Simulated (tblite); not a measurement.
Species: C₇H₇NO.
Atom-mapped SMILES: `[N:1]#[C:2][CH2:3][C@@H:4]1[CH:5]=[CH:6][C:7](=[O:8])[CH2:9]1` (hydrogens: H10, H11 on C3; H12 on C4; H13 on C5; H14 on C6; H15, H16 on C9)

Computed with GFN2-xTB (tblite), gas phase: Langevin dynamics at 600 K from the optimised GFN2-xTB geometry, time step 0.5 fs, friction 0.01 fs⁻¹, 2000 steps. The instantaneous temperature is 2·E(kin)/(3Nk) with all 3N coordinates.

```json
{"t (fs)": "0", "T (K)": "488", "E(pot) above start (eV)": "0.000", "N1≡C2 (Å)": "1.143", "C2–C3 (Å)": "1.441", "C3–C4 (Å)": "1.541", "C4–C5 (Å)": "1.501", "C5=C6 (Å)": "1.331", "C3–H10 (Å)": "1.094", "C2–C3–C4–C5 (°)": "-64"}
{"t (fs)": "50", "T (K)": "396", "E(pot) above start (eV)": "0.557", "N1≡C2 (Å)": "1.147", "C2–C3 (Å)": "1.426", "C3–C4 (Å)": "1.562", "C4–C5 (Å)": "1.506", "C5=C6 (Å)": "1.319", "C3–H10 (Å)": "1.086", "C2–C3–C4–C5 (°)": "-71"}
{"t (fs)": "100", "T (K)": "383", "E(pot) above start (eV)": "0.905", "N1≡C2 (Å)": "1.143", "C2–C3 (Å)": "1.404", "C3–C4 (Å)": "1.571", "C4–C5 (Å)": "1.519", "C5=C6 (Å)": "1.340", "C3–H10 (Å)": "1.025", "C2–C3–C4–C5 (°)": "-50"}
{"t (fs)": "150", "T (K)": "629", "E(pot) above start (eV)": "0.588", "N1≡C2 (Å)": "1.132", "C2–C3 (Å)": "1.452", "C3–C4 (Å)": "1.548", "C4–C5 (Å)": "1.494", "C5=C6 (Å)": "1.327", "C3–H10 (Å)": "1.137", "C2–C3–C4–C5 (°)": "-62"}
{"t (fs)": "200", "T (K)": "445", "E(pot) above start (eV)": "1.149", "N1≡C2 (Å)": "1.151", "C2–C3 (Å)": "1.503", "C3–C4 (Å)": "1.491", "C4–C5 (Å)": "1.479", "C5=C6 (Å)": "1.322", "C3–H10 (Å)": "1.116", "C2–C3–C4–C5 (°)": "-42"}
{"t (fs)": "250", "T (K)": "428", "E(pot) above start (eV)": "1.118", "N1≡C2 (Å)": "1.153", "C2–C3 (Å)": "1.528", "C3–C4 (Å)": "1.530", "C4–C5 (Å)": "1.490", "C5=C6 (Å)": "1.347", "C3–H10 (Å)": "1.053", "C2–C3–C4–C5 (°)": "-38"}
{"t (fs)": "300", "T (K)": "536", "E(pot) above start (eV)": "1.005", "N1≡C2 (Å)": "1.143", "C2–C3 (Å)": "1.365", "C3–C4 (Å)": "1.512", "C4–C5 (Å)": "1.557", "C5=C6 (Å)": "1.271", "C3–H10 (Å)": "1.139", "C2–C3–C4–C5 (°)": "-45"}
{"t (fs)": "350", "T (K)": "565", "E(pot) above start (eV)": "1.235", "N1≡C2 (Å)": "1.131", "C2–C3 (Å)": "1.537", "C3–C4 (Å)": "1.621", "C4–C5 (Å)": "1.434", "C5=C6 (Å)": "1.405", "C3–H10 (Å)": "1.126", "C2–C3–C4–C5 (°)": "-68"}
{"t (fs)": "400", "T (K)": "711", "E(pot) above start (eV)": "1.374", "N1≡C2 (Å)": "1.138", "C2–C3 (Å)": "1.351", "C3–C4 (Å)": "1.478", "C4–C5 (Å)": "1.557", "C5=C6 (Å)": "1.356", "C3–H10 (Å)": "1.028", "C2–C3–C4–C5 (°)": "-59"}
{"t (fs)": "450", "T (K)": "611", "E(pot) above start (eV)": "1.247", "N1≡C2 (Å)": "1.171", "C2–C3 (Å)": "1.485", "C3–C4 (Å)": "1.584", "C4–C5 (Å)": "1.481", "C5=C6 (Å)": "1.307", "C3–H10 (Å)": "1.149", "C2–C3–C4–C5 (°)": "-83"}
{"t (fs)": "500", "T (K)": "628", "E(pot) above start (eV)": "0.963", "N1≡C2 (Å)": "1.112", "C2–C3 (Å)": "1.435", "C3–C4 (Å)": "1.505", "C4–C5 (Å)": "1.498", "C5=C6 (Å)": "1.356", "C3–H10 (Å)": "1.120", "C2–C3–C4–C5 (°)": "-83"}
{"t (fs)": "550", "T (K)": "725", "E(pot) above start (eV)": "0.977", "N1≡C2 (Å)": "1.204", "C2–C3 (Å)": "1.439", "C3–C4 (Å)": "1.624", "C4–C5 (Å)": "1.517", "C5=C6 (Å)": "1.320", "C3–H10 (Å)": "1.031", "C2–C3–C4–C5 (°)": "-69"}
{"t (fs)": "600", "T (K)": "489", "E(pot) above start (eV)": "1.274", "N1≡C2 (Å)": "1.091", "C2–C3 (Å)": "1.401", "C3–C4 (Å)": "1.643", "C4–C5 (Å)": "1.592", "C5=C6 (Å)": "1.362", "C3–H10 (Å)": "1.202", "C2–C3–C4–C5 (°)": "-72"}
{"t (fs)": "650", "T (K)": "548", "E(pot) above start (eV)": "1.329", "N1≡C2 (Å)": "1.176", "C2–C3 (Å)": "1.502", "C3–C4 (Å)": "1.497", "C4–C5 (Å)": "1.549", "C5=C6 (Å)": "1.321", "C3–H10 (Å)": "1.037", "C2–C3–C4–C5 (°)": "-62"}
{"t (fs)": "700", "T (K)": "666", "E(pot) above start (eV)": "1.138", "N1≡C2 (Å)": "1.112", "C2–C3 (Å)": "1.365", "C3–C4 (Å)": "1.515", "C4–C5 (Å)": "1.458", "C5=C6 (Å)": "1.322", "C3–H10 (Å)": "1.120", "C2–C3–C4–C5 (°)": "-51"}
{"t (fs)": "750", "T (K)": "630", "E(pot) above start (eV)": "1.140", "N1≡C2 (Å)": "1.124", "C2–C3 (Å)": "1.493", "C3–C4 (Å)": "1.578", "C4–C5 (Å)": "1.573", "C5=C6 (Å)": "1.355", "C3–H10 (Å)": "1.148", "C2–C3–C4–C5 (°)": "-52"}
{"t (fs)": "800", "T (K)": "844", "E(pot) above start (eV)": "1.273", "N1≡C2 (Å)": "1.188", "C2–C3 (Å)": "1.449", "C3–C4 (Å)": "1.503", "C4–C5 (Å)": "1.543", "C5=C6 (Å)": "1.360", "C3–H10 (Å)": "1.050", "C2–C3–C4–C5 (°)": "-46"}
{"t (fs)": "850", "T (K)": "591", "E(pot) above start (eV)": "1.290", "N1≡C2 (Å)": "1.115", "C2–C3 (Å)": "1.423", "C3–C4 (Å)": "1.676", "C4–C5 (Å)": "1.489", "C5=C6 (Å)": "1.332", "C3–H10 (Å)": "1.113", "C2–C3–C4–C5 (°)": "-52"}
{"t (fs)": "900", "T (K)": "699", "E(pot) above start (eV)": "1.339", "N1≡C2 (Å)": "1.157", "C2–C3 (Å)": "1.503", "C3–C4 (Å)": "1.527", "C4–C5 (Å)": "1.516", "C5=C6 (Å)": "1.304", "C3–H10 (Å)": "1.077", "C2–C3–C4–C5 (°)": "-62"}
{"t (fs)": "950", "T (K)": "685", "E(pot) above start (eV)": "1.714", "N1≡C2 (Å)": "1.153", "C2–C3 (Å)": "1.468", "C3–C4 (Å)": "1.528", "C4–C5 (Å)": "1.441", "C5=C6 (Å)": "1.366", "C3–H10 (Å)": "1.068", "C2–C3–C4–C5 (°)": "-69"}
{"t (fs)": "1000", "T (K)": "599", "E(pot) above start (eV)": "1.353", "N1≡C2 (Å)": "1.166", "C2–C3 (Å)": "1.498", "C3–C4 (Å)": "1.581", "C4–C5 (Å)": "1.481", "C5=C6 (Å)": "1.340", "C3–H10 (Å)": "1.159", "C2–C3–C4–C5 (°)": "-82"}
```

**Question.** From 500 fs on, how do temperature and potential energy compare with equipartition?

**Answer.** The mean temperature of these 11 frames is 646 K against the target 600 K, and the mean potential energy 1.25 eV against 42 × kT/2 = 1.09 eV for 42 classical harmonic modes. For 16 atoms in a canonical ensemble the temperature itself scatters by T·√(2/(3N)) = 122 K; here its standard deviation is 91 K. The whole run lasts only 10 friction times of 100 fs, so these averages carry a wide statistical error.

**Question.** What are the kinetic and total energies of the listed frame with the highest potential energy?

**Answer.** The one at 950 fs, 1.714 eV above the start. Its kinetic energy is 3NkT/2 = 1.416 eV at 685 K, so the sum is 3.13 eV; over the listed frames the sum runs from 1.01 to 3.13 eV, since the thermostat adds and removes energy.

**Question.** How much do the listed bonds fluctuate from 500 fs on?

**Answer.** 
```json
{"bond": "N1≡C2", "at the start (Å)": "1.143", "mean (Å)": "1.145", "standard deviation (Å)": "0.035"}
{"bond": "C2–C3", "at the start (Å)": "1.441", "mean (Å)": "1.452", "standard deviation (Å)": "0.043"}
{"bond": "C3–C4", "at the start (Å)": "1.541", "mean (Å)": "1.561", "standard deviation (Å)": "0.060"}
{"bond": "C4–C5", "at the start (Å)": "1.501", "mean (Å)": "1.514", "standard deviation (Å)": "0.045"}
{"bond": "C5=C6", "at the start (Å)": "1.331", "mean (Å)": "1.340", "standard deviation (Å)": "0.020"}
{"bond": "C3–H10", "at the start (Å)": "1.094", "mean (Å)": "1.102", "standard deviation (Å)": "0.052"}
```

The motion is classical and holds no zero-point motion.

What follows is the cost of the whole dynamics run. Cost: about 40 s of CPU time on one thread; the machine was shared, so the figure is rough.
